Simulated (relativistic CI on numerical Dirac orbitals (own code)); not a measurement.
## Mg IV: calculation against measurement

Calculated at this level of theory: Dirac-Coulomb-Breit CI, separate exchange-only KLI orbitals for each configuration, a model potential for QED, valence Slater integrals scaled by 0.85, P86 correlation energy added to each configuration (own radial code, finite nucleus).

CI space (outside the closed core 1s2): 2s²2p⁵, 2s2p⁶, 2s²2p⁴3s, 2s²2p⁴3p, 2s²2p⁴3d, 2s²2p⁴4s, 2s²2p⁴4p, 2s²2p⁴4d, 2s²2p⁴4f, 2p⁶3s, 2s2p⁵3s, 2s²2p³3s², 2p⁶3p, 2s2p⁵3p, 2s²2p³3s3p, 2p⁶3d. Levels of other configurations are missing.

```csv
Configuration,Term (tabulated),J,Measured (cm⁻¹),Computed,Error,Purity (%)
2s²2p⁵,2P°,3/2,0.0,0,0,100
2s²2p⁵,2P°,1/2,2228.0,2204,-24,100
2s2p⁶,2S †,1/2,311532.0,329090,17558,99
2s²2p⁴3s,4P,5/2,543720.4,543974,253,100
2s²2p⁴3s,4P,3/2,545137.6,545379,241,99
2s²2p⁴3s,4P,1/2,545955.4,546189,234,99
2s²2p⁴3s,2P,3/2,553666.1,553228,-438,99
2s²2p⁴3s,2P,1/2,555341.9,554887,-455,99
2s²2p⁴3s,2D,5/2,582562.4,579376,-3187,100
2s²2p⁴3s,2D,3/2,582578.4,579392,-3187,100
2s²2p⁴3p,4P°,5/2,596521.8,598147,1625,98
2s²2p⁴3p,4P°,3/2,597065.7,598680,1615,98
2s²2p⁴3p,4P°,1/2,597583.6,599211,1628,99
2s²2p⁴3p,4D°,7/2,603138.1,603894,756,100
2s²2p⁴3p,4D°,5/2,604003.1,604761,758,95
2s²2p⁴3p,4D°,3/2,604662.9,605423,761,98
2s²2p⁴3p,4D°,1/2,605033.5,605791,757,100
2s²2p⁴3p,2D°,5/2,607891.7,608364,472,96
2s²2p⁴3p,2D°,3/2,609305.8,609766,461,96
2s²2p⁴3p,2P° †,1/2,610983.2,613368,2385,77
2s²2p⁴3p,4S°,3/2,612232.4,611599,-634,99
2s²2p⁴3p,2P° †,3/2,612501.6,613303,802,97
2s²2p⁴3p,2S°,1/2,612943.5,611047,-1896,77
2s²2p⁴3s,2S,1/2,624109.6,612895,-11215,97
2s²2p⁴3p,2F°,5/2,637879.7,635387,-2493,100
2s²2p⁴3p,2F°,7/2,638112.9,635609,-2503,100
2s²2p⁴3p,2D°,3/2,644643.4,640953,-3690,100
2s²2p⁴3p,2D°,5/2,644786.4,641086,-3700,100
2s²2p⁴3p,2P°,3/2,650061.6,649218,-843,97
2s²2p⁴3p,2P°,1/2,651093.9,650179,-914,97
2s²2p⁴3d,4D,7/2,670786.1,671217,431,97
2s²2p⁴3d,4D,5/2,671028.8,671448,419,97
2s²2p⁴3d,4D,3/2,671324.1,671745,421,97
2s²2p⁴3d,4D,1/2,671569.4,671999,430,98
2s²2p⁴3d,4F,9/2,675370.2,675331,-40,100
2s²2p⁴3d,4F,7/2,676075.3,676124,49,87
2s²2p⁴3d,4F,5/2,676826.4,676841,15,92
2s²2p⁴3d,4F,3/2,677363.9,677334,-30,97
2s²2p⁴3d,2F,7/2,677451.9,677849,398,88
2s²2p⁴3d,4P,1/2,677980.0,677453,-527,99
2s²2p⁴3d,2F,5/2,678395.1,678946,551,79
2s²2p⁴3d,4P,3/2,678428.3,677929,-499,96
2s²2p⁴3d,4P,5/2,679100.8,678558,-543,83
2s²2p⁴3d,2D,3/2,680033.7,680712,678,79
2s²2p⁴3d,2D,5/2,680493.2,681267,774,88
2s²2p⁴3d,2P,1/2,681023.3,681117,94,99
2s²2p⁴3d,2P,3/2,682472.8,682689,216,81
2s²2p⁴3p,2P°,1/2,682851.3,672381,-10470,97
2s²2p⁴3p,2P°,3/2,682889.5,672270,-10620,97
2s²2p⁴3d,2G,9/2,709068.1,705939,-3129,100
2s²2p⁴3d,2G,7/2,709071.2,705947,-3124,100
2s²2p⁴3d,2P,3/2,711632.7,708347,-3285,99
2s²2p⁴3d,2P,1/2,711880.5,708660,-3221,81
2s²2p⁴3d,2S,1/2,712124.5,708991,-3134,80
2s²2p⁴3d,2D,5/2,713411.0,710065,-3346,93
2s²2p⁴3d,2D,3/2,713682.5,710421,-3261,99
2s²2p⁴3d,2F,5/2,714336.4,710528,-3808,93
2s²2p⁴3d,2F,7/2,714352.8,710523,-3830,100
2s²2p⁴4s,4P,5/2,719784.8,719211,-574,100
2s²2p⁴4s,4P,3/2,721043.6,720474,-570,91
2s²2p⁴4s,4P,1/2,722001.8,721423,-579,98
2s²2p⁴4s,2P,3/2,723267.3,722759,-509,91
2s²2p⁴4s,2P,1/2,724816.3,724308,-508,98
2s²2p⁴3d,2D,5/2,752931.7,741794,-11138,96
2s²2p⁴3d,2D,3/2,752997.4,741890,-11108,96
2s²2p⁴4s,2D,5/2,756866.1,752556,-4310,99
2s²2p⁴4s,2D,3/2,756875.8,752565,-4311,99
2s²2p⁴4d,4P,1/2,767339.0,766735,-604,94
2s²2p⁴4d,4F,5/2,767489.0,766994,-495,74
2s²2p⁴4d,4P,3/2,767780.0,767201,-579,79
```

Measured levels from NIST levels in Kelleher and Podobedova, J. Phys. Chem. Ref. Data 37, 267 (2008); pairs were made by configuration, J and term (by order where the table uses no LS term), so strongly mixed levels may be paired wrongly.

Mean error by configuration (cm⁻¹): 2s²2p⁵ -24; 2s²2p⁴3s -2219; 2s²2p⁴3p -1523; 2s²2p⁴3d -1770; 2s²2p⁴4s -1623; 2s²2p⁴4d -559. Over the excited levels the mean absolute error is 2081 cm⁻¹ (69 of the 69 excited levels that our extract of the source holds in range could be paired), and the median relative error of those above 1,000 cm⁻¹ is 0.12 %. † marks terms whose computed intervals miss the measured ones by more than a factor of 2.5, or configurations far off the rest, from wrong mixing, a near crossing or a doubtful label or measurement; they are left out of the means.
